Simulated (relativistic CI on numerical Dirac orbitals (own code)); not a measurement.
Radial parameters of Kr XXVI

Method of calculation: Dirac-Coulomb-Breit CI, KLI orbitals optimised for each configuration, a model potential for QED, unscaled Slater integrals (own radial code, finite nucleus).

Slater integrals F^k, G^k are unscaled and averaged over j, outside the closed core [Ne]; ζ comes from projecting the Hamiltonian with its Breit term on Σ l·s of the shell.

- 3p: ζ(3p) = 69239 cm⁻¹; <r>(3p) = 0.4295, <r^2>(3p) = 0.2124 (bohr units).
- 3d: ζ(3d) = 7774.4 cm⁻¹; <r>(3d) = 0.3815, <r^2>(3d) = 0.1677 (bohr units).
- 4p: ζ(4p) = 27659 cm⁻¹; <r>(4p) = 0.816, <r^2>(4p) = 0.756 (bohr units).

Averages of the first 10 configurations, taken without configuration mixing, which lowers the lowest level and can move excited configurations by several eV; other configurations of the list can lie among them:

```
Configuration  Parity  States  Average energy above the lowest level (eV)
           3s    even       2                                         0.0
           3p     odd       6                                        65.1
           3d    even      10                                       146.0
           4s    even       2                                       556.7
           4p     odd       6                                       583.1
           4d    even      10                                       613.6
           4f     odd      14                                       628.0
           5s    even       2                                       800.2
           5p     odd       6                                       813.4
           5d    even      10                                       828.2
```
